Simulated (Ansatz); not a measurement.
Basis sets compared for Sn₂₆H₃₀, a nanocrystal cut from cubic tin. Total charge 0; singlet. Geometry PBE-D4/def2-SVP. Ansatz on 11 threads of AMD EPYC 7R13 on a shared host and a whole NVIDIA H100 80GB HBM3; times are rough, and most runs start from earlier orbitals.

Cartesian coordinates in Å:
```
Sn 1.1608 3.2411 -0.8197
Sn -0.9053 3.4516 3.2523
Sn -3.1874 4.8758 -0.4990
Sn -2.4131 0.7799 -2.4754
Sn -4.4604 0.9315 1.6171
Sn 3.3809 1.8332 2.9425
Sn 5.4661 1.6771 -1.2292
Sn 1.9037 -0.8524 -2.8698
Sn 4.1945 -2.2385 0.8355
Sn -0.1325 -0.6510 1.2558
Sn -3.6742 -3.1106 -0.4148
Sn 0.6799 -4.7334 -0.7504
Sn -1.6114 -3.3065 -4.5464
Sn -0.6603 4.7266 0.7472
Sn 3.6887 3.0996 0.4393
Sn 1.5920 3.3049 4.5559
Sn 0.1315 0.6394 -1.2448
Sn -1.9236 0.8448 2.8575
Sn -4.1916 2.2631 -0.8562
Sn -3.3845 -1.8362 -2.9162
Sn -5.4697 -1.6742 1.2208
Sn 2.4156 -0.7808 2.4794
Sn 4.4483 -0.9218 -1.6477
Sn 0.8964 -3.4648 -3.2613
Sn 3.2083 -4.8600 0.4996
Sn -1.1413 -3.2606 0.8303
H 1.3486 4.0196 -2.3719
H -2.0325 4.3569 4.2305
H -3.0560 5.6679 -2.0404
H -4.2776 5.8213 0.4710
H -2.2346 1.5891 -4.0126
H -5.5586 1.8353 2.6290
H 4.9362 1.7415 3.7295
H 5.6310 2.5193 -2.7409
H 7.0505 1.5856 -0.5183
H 2.0271 -0.0546 -4.4186
H 5.7608 -2.2877 1.6043
H -4.2777 -4.7278 -0.6741
H 0.0666 -6.3516 -0.9796
H -1.4240 -2.5228 -6.0866
H -2.2495 -4.8947 -4.8529
H -0.0309 6.3360 0.9930
H 4.2842 4.7214 0.6904
H 2.2197 4.8986 4.8541
H 1.4055 2.5307 6.1009
H -2.0693 0.0516 4.4066
H -5.7510 2.3304 -1.6372
H -4.9501 -1.7451 -3.6831
H -7.0402 -1.6068 0.4777
H -5.6629 -2.4836 2.7467
H 2.2528 -1.6182 4.0033
H 5.5497 -1.8329 -2.6496
H 2.0150 -4.3637 -4.2549
H 4.3074 -5.8157 -0.4496
H 3.0659 -5.6343 2.0494
H -1.3177 -4.0434 2.3814
```

In the def2 sets Sn takes a core potential; there is no spin–orbit coupling. Single mean-field runs in def2-SVP, def2-TZVP are fitted with def2-universal-jkfit.

Binding counts from free atoms (Sn triplet, H doublet) in the same basis, without a counterpoise term.

| level | functions | energy (Eh) | HOMO (eV) | LUMO (eV) | binding per atom (eV) | wall time |
| --- | --- | --- | --- | --- | --- | --- |
| PBE-D4/def2-SVP (with forces) | 826 | -5590.4889 | -5.66 | -2.97 | 2.52 | 7.5 s |
| PBE0-D4/def2-SVP (with forces) | 826 | -5590.7949 | -6.46 | -2.28 | 2.51 | 14 s |

Problem. Estimate the rows for PBE-D4/def2-TZVP, PBE0-D4/def2-TZVP.

Solution. 
```json
{"level": "PBE-D4/def2-TZVP", "functions": "1480", "energy (Eh)": "-5590.6768", "HOMO (eV)": "-5.72", "LUMO (eV)": "-3.09", "binding per atom (eV)": "2.53", "wall time": "11 s"}
{"level": "PBE0-D4/def2-TZVP", "functions": "1480", "energy (Eh)": "-5590.9595", "HOMO (eV)": "-6.48", "LUMO (eV)": "-2.35", "binding per atom (eV)": "2.53", "wall time": "17 s"}
```
